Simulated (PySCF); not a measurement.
**Ionisation energy of V⁷⁺ by level of theory**

V⁷⁺ [Ne] 3s2 3p4 (3P) → V⁸⁺ [Ne] 3s2 3p3 (4S), as a difference of total energies. Calculation: PySCF 2.14, in an even-tempered Gaussian basis (20 s from 0.19 bohr⁻², ratio 2.5; 13 p from 0.24 bohr⁻², ratio 2.5; 5 d from 2.8 bohr⁻², ratio 2.7; 5 f from 4.1 bohr⁻², ratio 2.7); the spin-free X2C one-electron Hamiltonian (Gaussian nucleus). Correlated levels: outer shells: 1s2 frozen; virtual orbitals above 40 to 60 times the deepest correlated orbital energy dropped. The calculations carry no spin-orbit coupling.

| method | ionisation energy (eV) |
| --- | --- |
| UHF | 171.77 |
| LDA | 173.61 |
| PBE | 173.52 |
| PBE0 | 173.49 |
| r2SCAN | 173.39 |
| M06 | 173.34 |
| revPBE | 173.48 |
| MP2 (outer shells) | 172.65 |
| SCS-MP2 (outer shells) | 172.70 |

Question: How much does correlation contribute at MP2 (outer shells)?

Answer: 172.65 − (171.77) = 0.88 eV, measured against UHF.

A first-order spin-orbit estimate (lowest level to lowest level, LS coupling) adds 0.323 eV.

For comparison: 173.55 ± 0.21 eV (semi-empirical (NIST evaluation); NIST Atomic Spectra Database, ionization energies).
